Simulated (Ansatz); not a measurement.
Consider the cleavage of the Si–B bond: `B[SiH2]BO` + `N[SiH2]F` → `B[SiH2]N[SiH2]F` + `BO`.

Computed with Ansatz on PBE0-D4/def2-TZVP structures; ΔE is electronic, products minus reactants. CBS: MP2 limit from def2 TZ/QZ plus the TZ coupled-cluster correction, frozen cores. This one scheme is used for every species. Functionals use def2-TZVPP. Each species was taken in one conformer, which may not be the lowest.

```json
{"level": "r2SCAN", "ΔE (kJ/mol)": "-54.0"}
{"level": "HF/def2-TZVPP", "ΔE (kJ/mol)": "-60.2"}
{"level": "MP2/def2-TZVPP", "ΔE (kJ/mol)": "-70.8"}
{"level": "CCSD/def2-TZVPP", "ΔE (kJ/mol)": "-61.3"}
```

(1) What does CCSD(T)/CBS give? (Estimate.)

Largest T1 diagnostic among the species: 0.016.

Results:

(1) Computed: -61.7 kJ/mol. The listed levels differ from it by 7.7, 1.5, -9.1, 0.4 kJ/mol.

Leaving LDA and LC-ωPBE aside and taking each functional with its dispersion term where it has one, the values, not all of them listed here, spread over 25.4 kJ/mol, from BHLYP-D4 to PBE-D4. LDA lies −17.3 kJ/mol from PBE without D4. At CCSD(T), def2-SVP lies −6.3 kJ/mol from the extrapolated value and def2-TZVPP −0.1 kJ/mol.
